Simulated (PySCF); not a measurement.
Structure problem from calculated spectra and properties.

Formula: C4H14NPSi2.

* UV, first state: lowest singlet excitation: 5.29 eV (234 nm, f = 0.179) [TDDFT CAM-B3LYP/def2-SVPD]
* 1H NMR: chemical shifts (computed TMS as zero) by class: 6.42 (1 H), 5.77 (1 H), 5.37 (1 H), 4.55 (6 H), 1.55 (2 H), 1.29 (3 H) ppm [GIAO B3LYP/pcSseg-1]
* Valence photoelectron: vertical ionisation energy: 8.36 eV [ΔSCF CAM-B3LYP/def2-SVPD]
* Polarisability: 135.5 au [CAM-B3LYP/def2-SVPD]
* 13C NMR: chemical shifts (computed TMS as zero) by class: 154.4 (1 C), 127.7 (1 C), 27.0 (1 C), 10.6 (1 C) ppm [GIAO B3LYP/pcSseg-1]
* Triplet: lowest triplet excitation (Tamm–Dancoff): 3.86 eV [TDA CAM-B3LYP/def2-SVPD]
* NMR, other nuclei: isotropic shieldings of nuclei other than C and H, by class: 261 (1 N), 393 (2 Si), 247 (1 P) ppm [GIAO B3LYP/pcSseg-1]
* Rotational structure: rotational constants A, B, C: 1.335, 0.873, 0.789 GHz [PBE0-D3(BJ)/def2-SVP]
* Dipole: 1.38 D [CAM-B3LYP/def2-SVPD]

Gas-phase values; electronic properties from PySCF, density fitting. Levels stand in brackets. Isolated species at its PBE0-D3(BJ)/def2-SVP geometry (one conformer only). NMR values are class means; diastereotopic atoms form classes of their own.

**Question.** Propose a structure and show how it fits.

**Answer.** Numbering: `[CH2:1]=[CH:2][P:3]([CH2:4][CH3:5])[N:6]([SiH3:7])[SiH3:8]`. 4 carbons fall into 4 classes; from least to most shielded: alkene CH carbon [C2] (154.4 ppm), terminal =CH2 carbon [C1] (127.7 ppm), sp3 carbon bound to phosphorus [C4] (27.0 ppm), methyl carbon [C5] (10.6 ppm). Hydrogen classes from least to most shielded: 1 H on an alkene CH carbon, C2 (6.42 ppm), 1 H on a terminal =CH2 carbon, C1 (5.77 ppm), 1 H on a terminal =CH2 carbon, C1 (5.37 ppm), 6 H on 2 SiH3 silicons, Si7/Si8 (4.55 ppm), 2 H on an sp3 carbon bound to phosphorus, C4 (1.55 ppm), 3 H on a methyl carbon, C5 (1.29 ppm). The other shieldings belong to: 261 ppm, nitrogen bridging silicon atoms [N6]; 393 ppm, SiH3 silicon [Si7/Si8]; 247 ppm, three-coordinate phosphorus [P3]. The first electron is taken from the HOMO, whose largest Löwdin shares are 0.47 on the three-coordinate phosphorus, 0.12 on the alkene CH carbon, 0.11 on the terminal =CH2 carbon and 0.10 on the nitrogen bridging silicon atoms. The optimised geometry has point group C1 and is an asymmetric top. Structure: `[SiH3]N([SiH3])P(CC)C=C`. The assignments are read from this structure; whether some other isomer fits the data as well wasn't checked.

Conformer computed: `[CH2:1]=[CH:2][P:3]([CH2:4][CH3:5])[N:6]([SiH3:7])[SiH3:8]`: C1–C2–P3–C4 26°, C2–P3–C4–C5 170°, C2–P3–N6–Si7 131°.
